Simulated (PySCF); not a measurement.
Radial density of Cl⁺ (chlorine, charge +1)

UHF, [Ne] 3s2 3p4, high-spin 3P determinant. Calculation: PySCF 2.14, in cc-pVDZ-DK (4s3p1d, 18 functions); the spin-free X2C one-electron Hamiltonian (Gaussian nucleus).

```json
{"r (bohr)": "0.00127", "4πr²ρ (e/bohr)": "0.07740", "4πr²(ρα − ρβ)": "0.0000"}
{"r (bohr)": "0.00213", "4πr²ρ (e/bohr)": "0.2067", "4πr²(ρα − ρβ)": "0.0000"}
{"r (bohr)": "0.00358", "4πr²ρ (e/bohr)": "0.5280", "4πr²(ρα − ρβ)": "0.0001"}
{"r (bohr)": "0.00603", "4πr²ρ (e/bohr)": "1.320", "4πr²(ρα − ρβ)": "0.0002"}
{"r (bohr)": "0.0101", "4πr²ρ (e/bohr)": "3.148", "4πr²(ρα − ρβ)": "0.0004"}
{"r (bohr)": "0.0171", "4πr²ρ (e/bohr)": "6.881", "4πr²(ρα − ρβ)": "0.0010"}
{"r (bohr)": "0.0287", "4πr²ρ (e/bohr)": "12.90", "4πr²(ρα − ρβ)": "0.0031"}
{"r (bohr)": "0.0482", "4πr²ρ (e/bohr)": "18.76", "4πr²(ρα − ρβ)": "0.0121"}
{"r (bohr)": "0.0811", "4πr²ρ (e/bohr)": "18.44", "4πr²(ρα − ρβ)": "0.0495"}
{"r (bohr)": "0.136", "4πr²ρ (e/bohr)": "13.45", "4πr²(ρα − ρβ)": "0.1625"}
{"r (bohr)": "0.230", "4πr²ρ (e/bohr)": "16.81", "4πr²(ρα − ρβ)": "0.2954"}
{"r (bohr)": "0.386", "4πr²ρ (e/bohr)": "17.88", "4πr²(ρα − ρβ)": "0.1342"}
{"r (bohr)": "0.650", "4πr²ρ (e/bohr)": "6.147", "4πr²(ρα − ρβ)": "0.1072"}
{"r (bohr)": "1.09", "4πr²ρ (e/bohr)": "4.006", "4πr²(ρα − ρβ)": "1.1603"}
{"r (bohr)": "1.84", "4πr²ρ (e/bohr)": "3.044", "4πr²(ρα − ρβ)": "1.0445"}
{"r (bohr)": "3.09", "4πr²ρ (e/bohr)": "0.4069", "4πr²(ρα − ρβ)": "0.1437"}
{"r (bohr)": "5.20", "4πr²ρ (e/bohr)": "0.006402", "4πr²(ρα − ρβ)": "0.0026"}
```

Densities and radii are taken from the X2C orbitals without a picture-change correction, which distorts them close to the nucleus.
